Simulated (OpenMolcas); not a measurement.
## 5s² 5p³ along the 51-electron sequence

```json
{
 "Program": "OpenMolcas",
 "Method": "CASSCF",
 "Basis": "ANO-RCC-VQZP",
 "Scalar Hamiltonian": "DKH2, point nucleus",
 "Spin-orbit coupling": "state interaction with AMFI integrals over the reference wave functions, term energies averaged over their components"
}
```

Active space for each ion: 5 electrons in 8 orbitals (5s 5p 6s 6p).

Computed levels in cm-1 above ⁴S°_3/2:

```tsv
Level	Sb	Te+	I2+	Xe3+
²D°_3/2	11703	13685	16333	16785
²D°_5/2	13111	16005	19739	21385
²P°_1/2	17901	22075	26884	29564
²P°_3/2	19615	25069	31510	36247
weight of ⁴S° in the lowest level (%)	98	96	94	91
```

Mixed levels, with the weight of the term that names them: I2+ ²P°_3/2 (75 %), Xe3+ ²D°_3/2 (74 %), Xe3+ ²P°_3/2 (72 %).

Measured, with the error of the calculation in %. Measured levels: Sb, Te+ from NIST Handbook of Basic Atomic Spectroscopic Data; Xe3+ from Saloman, J. Phys. Chem. Ref. Data 33, 765 (2004).

```json
{"Level": "²D°_3/2", "Sb": "8512 (+37.5)", "Te+": "10222 (+33.9)", "Xe3+": "13267 (+26.5)"}
{"Level": "²D°_5/2", "Sb": "9854 (+33.1)", "Te+": "12422 (+28.8)", "Xe3+": "17511 (+22.1)"}
{"Level": "²P°_1/2", "Sb": "16395 (+9.2)", "Te+": "20547 (+7.4)", "Xe3+": "28036 (+5.4)"}
{"Level": "²P°_3/2", "Sb": "18464 (+6.2)", "Te+": "24032 (+4.3)", "Xe3+": "35650 (+1.7)"}
```

²D°_3/2 changes by a factor of 1.43 over the same range, with steps per unit of Z of +1980, +2650, +452 cm-1.

Active for correlation alone: 6p 6s; no level in the range computed is led by a configuration that fills them, so any true level of that kind is missing (holds for Sb; Te+; Xe3+). The run also gave levels led by 5s² 5p² 6p, which use shells meant for correlation; these and all levels above them are left out (holds for I2+). Computed and measured levels are paired by configuration, term and J; levels that our copy of the source lacks, or whose pairing is in doubt (as where it misses far off the trend of its configuration), stay unpaired and out of the deviations. Levels of configurations outside the active space are missing.

° marks odd parity.
